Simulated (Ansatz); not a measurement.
Relaxation of Cl3F2HW (7 atoms, charge 0, multiplicity 1), to a largest force component of 0.02 eV/Å in at most 40 steps.

All numbers below come from RHF/def2-SVP in Ansatz 0.2.0.

```xyz
7
Properties=species:S:1:pos:R:3
W 0.000 0.000 0.000
F 0.000 0.000 1.850
H 1.720 0.000 0.000
Cl 0.000 2.390 0.000
Cl -2.390 0.000 0.000
F 0.000 -1.850 0.000
Cl 0.000 0.000 -2.390
```

Where does it end, and by what steps?

The run converged. After 9 steps the energy has fallen by 0.698 eV; Cl5 moved furthest, 0.35 Å.

| step | energy less start (eV) | largest force component (eV/Å) | accepted |
| --- | --- | --- | --- |
| 0 | 0.0000 | 2.555 | yes |
| 1 | -0.5363 | 1.830 | yes |
| 2 | -0.6276 | 0.315 | yes |
| 3 | -0.6317 | 0.326 | yes |
| 4 | -0.6366 | 0.725 | yes |
| 5 | -0.6602 | 0.334 | yes |
| 6 | -0.6825 | 0.328 | yes |
| 7 | -0.6935 | 0.191 | yes |
| 8 | -0.6975 | 0.022 | yes |
| 9 | -0.6976 | 0.012 | yes |

```xyz
7
Properties=species:S:1:pos:R:3
W -0.159 0.096 -0.096
F 0.021 0.161 1.747
H 1.477 -0.154 0.154
Cl 0.201 2.335 -0.094
Cl -2.432 -0.245 0.245
F 0.021 -1.747 -0.161
Cl 0.201 0.094 -2.335
```

Whether the end is a true minimum wasn't checked by a vibrational analysis.

The run took 29 s on 2 threads of Arm Neoverse V1, with other jobs on the host, peak memory 0.29 GiB.
